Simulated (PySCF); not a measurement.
# Radial density of Cr (chromium, neutral)

UHF, [Ar] 3d5 4s1, high-spin 7S determinant. Computed with PySCF 2.14 in 6-31G* (5s4p2d1f, 34 functions), with no relativity, point nucleus.

| r (bohr) | 4πr²ρ (e/bohr) | 4πr²(ρα − ρβ) |
| --- | --- | --- |
| 0.00118 | 0.1520 | 0.0000 |
| 0.00199 | 0.4198 | 0.0001 |
| 0.00335 | 1.121 | 0.0003 |
| 0.00563 | 2.826 | 0.0007 |
| 0.00947 | 6.672 | 0.0015 |
| 0.0159 | 13.84 | 0.0031 |
| 0.0268 | 23.47 | 0.0047 |
| 0.0451 | 28.58 | 0.0040 |
| 0.0758 | 23.71 | 0.0013 |
| 0.128 | 23.89 | 0.0256 |
| 0.214 | 31.24 | 0.2414 |
| 0.361 | 16.22 | 1.1307 |
| 0.607 | 11.69 | 3.0167 |
| 1.02 | 11.32 | 3.4125 |
| 1.72 | 3.031 | 1.8425 |
| 2.89 | 0.5796 | 0.5513 |
| 4.86 | 0.1616 | 0.1615 |
| 8.17 | 0.01328 | 0.0132 |
